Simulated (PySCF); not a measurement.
Values are calculated unless marked as measured or tabulated.
# Si2H4ClO

Si2H4ClO is a small molecule (built as: Si site whose three back bonds go to SiH3, OH, Cl), neutral, doublet. The structure, one conformer, was relaxed in the gas phase by PBE0-D3(BJ)/def2-SVP. No frequency run checks that it is a minimum.

SMILES: O[Si]([SiH3])Cl

| atom | x (Å) | y (Å) | z (Å) |
| --- | --- | --- | --- |
| Si1 | 0.962 | 0.347 | -0.435 |
| Si2 | -1.134 | -0.708 | -0.269 |
| O3 | 1.738 | 0.126 | 1.022 |
| Cl4 | 0.618 | 2.390 | -0.746 |
| H5 | -0.935 | -2.170 | -0.035 |
| H6 | -1.944 | -0.119 | 0.842 |
| H7 | -1.840 | -0.504 | -1.569 |
| H8 | 2.535 | 0.639 | 1.191 |

EPR values by unrestricted B3LYP, pcH-1 on Cl H O Si.

(1) Predict g and the largest hyperfine couplings. Where does the spin sit?

Answers

(1) g = 2.0015, 2.0020, 2.0087. The spin sits on Si1 (72 %, bonded to 1 Cl + 1 O + 1 Si) by Mulliken populations.
```csv
atom,isotope,isotropic (MHz),"dipolar, principal values (MHz)"
Si1,29Si,-638.3,"-136.1, 66.7, 69.4"
Si2,29Si,-143.6,"-33.4, 15.4, 18.1"
Cl4,35Cl,20.8,"-19.1, -18.3, 37.4"
H6,1H,52.2,"-3.0, -0.1, 3.1"
O3,17O,-9.2,"-37.6, 18.2, 19.5"
H8,1H,-4.9,"-10.0, -4.4, 14.5"
```
